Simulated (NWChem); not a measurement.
System: CH7As2Ga; SMILES [CH3][Ga]([AsH2])[AsH2]

```xyz
11

Ga    -0.6200     0.0139    -0.0113
As     0.6086     2.1120     0.0500
H      1.6443     1.5668     1.0254
H     -0.2749     2.6704     1.1609
As     0.6180    -2.0802    -0.0141
H      1.7114    -1.5219    -0.9163
H     -0.1902    -2.6291    -1.1854
C     -2.5939     0.0032    -0.0221
H     -2.9905    -0.8155    -0.6410
H     -3.0070     0.9585    -0.3779
H     -2.9508    -0.1549     1.0097
```
Atoms are numbered in this order, from 1.

Geometry: optimised at PBE0/def2-SVP.

Problem. Give the principal values of the shielding tensors (ppm) of Ga1, As2, As5, C8 from B3LYP/6-31G* (spherical d), GIAO (NWChem), with their diamagnetic and paramagnetic parts as GIAO splits them.

Solution. 
| atom | σ11 | σ22 | σ33 | isotropic | diamagnetic | paramagnetic |
|---|---|---|---|---|---|---|
| Ga1 | 935.9 | 998.5 | 1491.1 | 1141.8 | 2640.7 | -1499.0 |
| As2 | 1870.7 | 1892.0 | 2038.9 | 1933.9 | 2875.0 | -941.1 |
| As5 | 1874.8 | 1886.6 | 2037.4 | 1932.9 | 2875.0 | -942.1 |
| C8 | 152.6 | 180.7 | 194.6 | 176.0 | 247.8 | -71.8 |
